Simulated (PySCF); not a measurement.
# Core-level binding energies of GeCl2H2

Species: GeCl2H2.
Cartesian coordinates in Å at the PBE0-D3(BJ)/def2-SVP level; atoms count from 1:
```xyz
5
Cl2GeH2 angstrom
Ge    -0.1470    0.0009   -0.1001
Cl    -0.0982   -0.0202    2.0497
Cl     1.8778    0.0106   -0.8187
H     -0.8187    1.2991   -0.5526
H     -0.8139   -1.2905   -0.5783
```

Method used: delta-SCF UKS SCAN, pcX-2 on the ionised atom, pcseg-1 elsewhere, spin-free X2C (PySCF 2.14.0). These are vertical core ionisation energies against the vacuum level, from separate self-consistent calculations with and without the core hole.

**Question.** List the computed XPS lines with their assignment.

**Answer.** 
```tsv
atom(s)	bonded to	level	binding energy (eV)	2p1/2 (eV)	count
Cl2/Cl3	Ge	Cl 2p3/2	206.08	207.73	2
Cl2/Cl3	Ge	Cl 1s	2828.69	–	2
```

**Question.** Which photon energy gives electrons from Cl 2p3/2 of Cl2/Cl3 a kinetic energy of 20 eV, and what is their de Broglie wavelength?

**Answer.** hν = 206.08 + 20 = 226.08 eV, recoil neglected; λ = 12.264 Å/√(E/eV) = 2.74 Å.

Atoms equivalent by their bonding share one computed value, that of the first of them. Spin–orbit and ligand-field terms were added within each 2p shell after the spin-free SCF. 2p1/2 minus 2p3/2 (ligand field included): Cl 1.65 eV. No level of germanium is listed. Geometry: PBE0-D3(BJ)/def2-SVP; no solvent, vibrations or thermal averaging.
